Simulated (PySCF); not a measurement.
C2H4ClNOSi, SMILES O[Si@@]1(Cl)C=NC1. Coordinates come from a PBE-D3(BJ)/def2-SVP optimisation. The structure was generated by enumeration; whether it is a known compound was not checked. One conformer was computed; it need not be the lowest.

Computed with PBE-D3(BJ)/def2-SVP (PySCF).

Harmonic wavenumbers (cm⁻¹): 90, 142, 177, 244, 267, 360, 411, 572, 671, 705, 790, 792, 873, 884, 945, 1098, 1131, 1217, 1362, 1566, 3002, 3061, 3071, 3754. Rotational constants (GHz): 3.580, 1.815, 1.496; symmetry number 1.

Work out the zero-point energy and the ideal-gas rigid-rotor harmonic-oscillator thermochemistry at 298.15 K and 1 atm.

ZPE = ½ Σ hcν = ½ × 27185 cm⁻¹ = 38.86 kcal/mol. H − E(el) = 44.01 kcal/mol. Entropy in cal/(mol K): translation 40.30, rotation 27.89, vibration 16.42, total 84.61. G − E(el) = 18.79 kcal/mol. Cp = 26.73 cal/(mol K). Modes under 150 cm⁻¹ make the vibrational entropy uncertain.
